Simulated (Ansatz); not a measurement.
Relaxation of C2H8OSi (12 atoms, charge 0, multiplicity 1), to a largest force component of 0.03 eV/Å in at most 50 steps.

Level of theory: RKS PBE-D4/def2-SVP (Ansatz 0.2.0).

```xyz
12
Properties=species:S:1:pos:R:3:forces:R:3
Si -1.356 0.444 0.327 0.08 0.14 -0.49
C 1.530 -0.828 0.719 0.49 -0.38 0.50
O -2.117 1.017 -1.096 -0.10 0.03 -0.06
C -0.697 0.714 -1.381 -0.41 0.07 0.38
H 1.027 -0.317 -0.102 -0.02 0.13 -0.27
H -1.732 -0.922 0.803 -0.03 0.02 -0.02
H -1.122 1.433 1.425 -0.01 0.00 -0.02
H 2.577 -0.480 0.802 0.00 0.00 0.00
H 1.518 -1.921 0.545 0.00 0.01 0.00
H 1.013 -0.613 1.676 0.01 0.00 -0.01
H -0.091 1.607 -1.638 -0.01 0.00 0.00
H -0.549 -0.134 -2.080 -0.01 0.00 -0.01
```

Task: Where does it end, and by what steps?

Result: The run converged. After 12 steps the energy has fallen by 0.161 eV; H12 moved furthest, 0.79 Å.

| step | energy less start (eV) | largest force component (eV/Å) | accepted |
| --- | --- | --- | --- |
| 0 | 0.0000 | 0.501 | yes |
| 1 | -0.1139 | 0.230 | yes |
| 2 | -0.1459 | 0.149 | yes |
| 3 | -0.1498 | 0.319 | yes |
| 4 | -0.1539 | 0.102 | yes |
| 5 | -0.1551 | 0.062 | yes |
| 6 | -0.1532 | 0.251 | no |
| 7 | -0.1569 | 0.077 | yes |
| 8 | -0.1584 | 0.142 | yes |
| 9 | -0.1593 | 0.130 | yes |
| 10 | -0.1603 | 0.067 | yes |
| 11 | -0.1605 | 0.049 | yes |
| 12 | -0.1606 | 0.024 | yes |

```xyz
12
Properties=species:S:1:pos:R:3
Si -1.318 0.454 0.099
C 1.815 -1.009 1.053
O -2.435 1.141 -1.007
C -1.130 0.959 -1.657
H 1.494 -0.528 0.108
H -1.564 -0.968 0.490
H -0.876 1.335 1.224
H 2.887 -0.794 1.222
H 1.660 -2.101 0.980
H 1.226 -0.608 1.900
H -0.625 1.907 -1.934
H -1.132 0.211 -2.476
```

Whether the end is a true minimum wasn't checked by a vibrational analysis.

The run took 20 s on 2 threads of Arm Neoverse V2 (shared host), peak memory 0.13 GiB.
